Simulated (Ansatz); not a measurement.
A structure drawn as `FC(Br)(I)I`, with this starting geometry:

Cartesian coordinates in Å:
```
F 0.466 -0.599 1.340
C 0.027 -0.072 0.089
Br -0.871 -1.466 -0.935
I 1.653 0.622 -0.922
I -1.275 1.515 0.427
```

The species carries charge 0 and has multiplicity 1. I: def2 effective core potential.

Task: Does it keep its bonds when Ansatz relaxes it at PBE-D4/def2-SVP and then PBE0-D4/def2-TZVP?

Result: Yes, every drawn bond is still there and no new one forms.

Task: Give the relaxed structure. (An estimate is asked.)

Result: Ansatz gave: 
Z-matrix (Å, degrees):
```
C
Br 1 1.934
I 1 2.151 2 110.6
F 1 1.335 2 108.1 3 -118.3
I 1 2.151 2 110.6 3 123.4
```
All modes are real.

Atoms count as bonded under 1.1 times the sum of their covalent radii (H–H under 0.85 Å, pairs among N, O and F under 1.55 Å), and a drawn bond as lost past 1.3 times.
